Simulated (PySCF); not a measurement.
**SMILES O=c1cccc(F)c(F)c1, C₇H₄F₂O**

Molfile (atoms numbered from 1):
```
C7H4F2O
     RDKit          3D

 14 14  0  0  0  0  0  0  0  0999 V2000
   -1.1414   -2.6916   -0.0845 O   0  0  0  0  0  0  0  0  0  0  0  0
   -0.6751   -1.5638   -0.0504 C   0  0  0  0  0  0  0  0  0  0  0  0
   -1.5762   -0.4121   -0.0046 C   0  0  0  0  0  0  0  0  0  0  0  0
   -1.3374    0.9165    0.0391 C   0  0  0  0  0  0  0  0  0  0  0  0
   -0.1039    1.6190    0.0540 C   0  0  0  0  0  0  0  0  0  0  0  0
    1.1446    1.0970    0.0273 C   0  0  0  0  0  0  0  0  0  0  0  0
    2.1725    1.9610    0.0495 F   0  0  0  0  0  0  0  0  0  0  0  0
    1.5361   -0.2799   -0.0225 C   0  0  0  0  0  0  0  0  0  0  0  0
    2.8701   -0.4516   -0.0362 F   0  0  0  0  0  0  0  0  0  0  0  0
    0.7775   -1.3918   -0.0553 C   0  0  0  0  0  0  0  0  0  0  0  0
   -2.6129   -0.7293   -0.0077 H   0  0  0  0  0  0  0  0  0  0  0  0
   -2.2076    1.5610    0.0680 H   0  0  0  0  0  0  0  0  0  0  0  0
   -0.1598    2.6989    0.0913 H   0  0  0  0  0  0  0  0  0  0  0  0
    1.3126   -2.3338   -0.0901 H   0  0  0  0  0  0  0  0  0  0  0  0
  1  2  2  0
  2  3  1  0
  3  4  2  0
  4  5  1  0
  5  6  2  0
  6  7  1  0
  6  8  1  0
  8  9  1  0
  8 10  2  0
 10  2  1  0
  3 11  1  0
  4 12  1  0
  5 13  1  0
 10 14  1  0
M  END
```

Level of theory: GIAO PBE/pcSseg-1 magnetisability, rotational g tensor and spin-rotation constants, non-relativistic, gas phase (PySCF 2.14.0). Geometry: GFN2-xTB.

Task: Give the nuclear spin-rotation constants along the inertial axes (H = +C I·J) beside the isotropic shieldings.

Result: Rotational constants 2.2244, 1.1350, 0.7515 GHz. A star marks the isotopologue with that one atom substituted, in its own axes.
| atom | isotope | Caa (kHz) | Cbb (kHz) | Ccc (kHz) | mean (kHz) | σ (ppm) |
| --- | --- | --- | --- | --- | --- | --- |
| F7 | 19F | 3.421 | 1.864 | 0.498 | 1.927 | 247.2 |
| F9 | 19F | 3.505 | 1.627 | 0.484 | 1.872 | 258.3 |
| H11 | 1H | 0.167 | -0.069 | -0.088 | 0.003 | 24.7 |
| H12 | 1H | -0.225 | 0.117 | -0.083 | -0.064 | 24.7 |
| H13 | 1H | -0.066 | 0.035 | -0.088 | -0.039 | 24.9 |
| H14 | 1H | -0.226 | 0.129 | -0.090 | -0.062 | 24.6 |
| O1 | 17O* | -2.082 | -0.745 | -0.063 | -0.963 | -286.5 |
| C2 | 13C* | 1.013 | 0.556 | 0.172 | 0.580 | 3.6 |
| C3 | 13C* | 1.012 | 0.466 | 0.140 | 0.539 | 31.0 |
| C4 | 13C* | 0.779 | 0.552 | 0.093 | 0.474 | 50.6 |
| C5 | 13C* | 0.893 | 0.411 | 0.109 | 0.471 | 61.8 |
| C6 | 13C* | 1.087 | 0.430 | 0.191 | 0.569 | 14.9 |
| C8 | 13C* | 0.899 | 0.530 | 0.185 | 0.538 | 15.7 |
| C10 | 13C* | 0.773 | 0.495 | 0.144 | 0.471 | 48.5 |

For the geometry as given, no vibrational averaging.
